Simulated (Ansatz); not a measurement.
System: WF, charge 0, multiplicity 4. SMILES: [F][W]
Coordinates optimised at B3LYP-D3(BJ)/def2-TZVP (Ansatz, a first-principles code):
```xyz
2

W      0.0000     0.0000    -0.1990
F      0.0000     0.0000     1.6358
```
Charge 0, spin multiplicity 4.

Quantity: size of the dipole moment, in D. Terms: UHF or UKS for open shells; def2 sets with scalar-relativistic core potentials past Kr; no spin-orbit coupling; six Cartesian d functions in 6-31G* and its kin unless marked 5d; LANL2DZ with its own core potentials from Na on. Ab initio and DFT rows: single points at B3LYP-D3(BJ) geometries (Ansatz). The spin state of an ion or metal species was assumed, not searched.

```tsv
level	program	size of the dipole moment (D)
PBE/LANL2DZ	Ansatz	1.90
PBE/6-31G* with LANL2DZ past Ar	Ansatz	1.32
B3LYP/LANL2DZ	Ansatz	2.21
B3LYP/def2-SVP	Ansatz	1.87
B3LYP/6-31G* with LANL2DZ past Ar	Ansatz	1.57
PBE0/6-31G* with LANL2DZ past Ar	Ansatz	1.76
```

No value to compare with is used here. The 6 habitual levels span 1.32 (PBE/6-31G* with LANL2DZ past Ar) to 2.21 D (B3LYP/LANL2DZ).

The levels are drawn from those run, B3LYP/6-31G* more often than the rest, none by its result; left out are runs that failed, that the program found above a lower state of the same kind, or whose <S^2> lies over 0.5 above the pure value.
